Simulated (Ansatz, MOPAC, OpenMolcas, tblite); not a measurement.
**SiF4 (SMILES F[Si](F)(F)F): methods side by side**

SiF4, singlet, SMILES `F[Si](F)(F)F`. Each level relaxes the structure for itself.

Each level gives the highest harmonic wavenumber at each level's own minimum (cm⁻¹). The values are calculated.

| level | kind | program | value (cm⁻¹) |
| --- | --- | --- | --- |
| GFN1-xTB | semi-empirical | tblite | 903 |
| GFN2-xTB | semi-empirical | tblite | 1018 |
| PM7 | semi-empirical | MOPAC | 973 |
| PM7-HH | semi-empirical | MOPAC | 973 |
| HF/STO-3G | Hartree–Fock | Ansatz | 1098 |
| HF/3-21G | Hartree–Fock | Ansatz | 1155 |
| HF/6-31G* (Cartesian functions) | Hartree–Fock | OpenMolcas | 1107 |
| PBE/def2-SVP | GGA | Ansatz | 1001 |
| PBE0-D4/def2-TZVP | global hybrid | Ansatz | 1034 |
| B3LYP/6-31G* (Cartesian functions) | global hybrid | Ansatz | 1045 |

Harmonic and unscaled. The values span 903 to 1155 cm⁻¹.
